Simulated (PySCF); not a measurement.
**Deuteron quadrupole couplings in 1,2-divinylcyclobutene**

Species: 1,2-divinylcyclobutene, C8H10.
Structure used (GFN2-xTB), in Å, numbered top down from 1:
```xyz
18
C8H10 angstrom
C     -2.6944    1.5005   -0.2964
C     -1.3644    1.4220   -0.2463
C     -0.6489    0.2001   -0.0500
C      0.6651   -0.1381    0.0379
C      1.8972    0.5836   -0.0278
C      3.0962    0.0126    0.0907
C      0.3718   -1.6047    0.2403
C     -1.1248   -1.2192    0.1406
H     -3.2051    2.4359   -0.4450
H     -3.3122    0.6246   -0.1886
H     -0.7615    2.3149   -0.3572
H      1.8158    1.6524   -0.1831
H      3.1983   -1.0481    0.2480
H      4.0072    0.5825    0.0354
H      0.6767   -2.0068    1.2054
H      0.7288   -2.2624   -0.5511
H     -1.6518   -1.6472   -0.7108
H     -1.7032   -1.3961    1.0464
```

Level: PBE0/pcSseg-1 (PySCF, non-relativistic); Q(2H) = 0.00286 b; rigid geometry, the same for H and D, with no vibrational averaging.

Task: Rank these positions by the coupling χzz of a deuteron there, largest first.
A. H16 (methylene hydrogen)
B. H11 (vinylic hydrogen)
C. H10 (vinylic hydrogen)

Result: C (226 kHz), B (217 kHz), A (210 kHz).

Task: Tabulate Vzz, the asymmetry η and χzz = 234.96 MHz × Q × Vzz for every hydrogen position.

Result: 
```tsv
atom	bonded to	bond length (Å)	Vzz (au)	η	χzz (kHz)
H9	C1	1.076	0.3390	0.05	228
H10	C1	1.077	0.3365	0.05	226
H11	C2	1.083	0.3223	0.06	217
H12	C5	1.083	0.3222	0.06	217
H13	C6	1.077	0.3365	0.05	226
H14	C6	1.076	0.3390	0.05	228
H15	C7	1.089	0.3127	0.01	210
H16	C7	1.089	0.3125	0.01	210
H17	C8	1.089	0.3129	0.01	210
H18	C8	1.089	0.3126	0.01	210
```

Task: Give the 2H NMR doublet splittings at H17 for a magnetic field along the z, y and x axes of the gradient: 3χ/2, 3χ(1 + η)/4, 3χ(1 − η)/4.

Result: With |χ| = 210.3 kHz and η = 0.011: 315, 159 and 156 kHz, to first order and without motion.

One conformer (not necessarily the lowest) at the GFN2-xTB geometry, without solvent, vibrations or thermal averaging. GFN2-xTB bond lengths can be off by several hundredths of an ångström, more for odd bonds, and the gradients follow them. The basis is small and wasn't made for field gradients, so the couplings can be 20 % off.
